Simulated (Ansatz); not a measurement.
`B[SiH2]N[SiH2]F` + `C[NH][GeH3]` → `B[N](C)[GeH3]` + `F[SiH2]N[SiH3]` at 700 K and 1 bar (cleavage of the B–Si bond).

Program: Ansatz. Geometries: PBE0-D4/def2-TZVP. ΔE: electronic, gas phase. CCSD(T)/CBS adds triple-zeta CCSD(T) − MP2 to the extrapolated MP2 energy (def2 sets, frozen cores). This one scheme is used for every species. For Ge outer-core shells are correlated without core-valence functions, which leaves a few kJ/mol of doubt a bond. Scalar relativity is left out up to krypton. Each species was taken in one conformer, which may not be the lowest.

| species | CCSD(T)/CBS energy (Eh) | H − E (kJ/mol) | S (J/(mol·K)) |
| --- | --- | --- | --- |
| `B[SiH2]N[SiH2]F` | -761.73684 | 288.9 | 502.8 |
| `C[NH][GeH3]` | -2173.06430 | 268.1 | 408.1 |
| `B[N](C)[GeH3]` | -2198.49616 | 314.6 | 455.1 |
| `F[SiH2]N[SiH3]` | -736.37696 | 238.5 | 454.3 |

H − E and S are ideal-gas, rigid-rotor, harmonic terms from PBE0-D4/def2-TZVP, for one conformer and one mirror image of each species. 1 Eh = 2625.50 kJ/mol, R = 8.31446 J/(mol·K).

Q: By hand: ΔE, ΔH, ΔS and ΔG.

A: ΔE = (-2198.49616) + (-736.37696) − (-761.73684) − (-2173.06430) = -0.07198 Eh = -189.0 kJ/mol. Δ(H − E) = 314.6 + 238.5 − 288.9 − 268.1 = -3.9, so ΔH = -192.9 kJ/mol. ΔS = 455.1 + 454.3 − 502.8 − 408.1 = -1.5 J/(mol·K). ΔG = -192.9 − 700 × (-1.5)/1000 = -191.8 kJ/mol.

Q: By hand: the equilibrium constant, and the temperature at which ΔG would vanish if ΔH and ΔS stayed fixed.

A: log₁₀ K = −ΔG/(RT ln 10) = 14.3. ΔG = 0 at ΔH/ΔS = 128600 K, far beyond where these terms or the molecules hold.

The number of gas molecules stays the same, so ΔS is small and ΔH decides. A doubt of 5 kJ/mol in ΔE shifts log₁₀ K by 0.4 here. Other conformers and mirror images would add mixing entropy, several J/(mol·K) or more a flexible species. Modes under 60 cm⁻¹, often nearly free rotors, make the harmonic entropy too high. These are equilibria of isolated gas molecules and say nothing of rates. Largest T1 diagnostic: 0.013 (customary marks: 0.02 for closed shells, 0.045 for open ones).
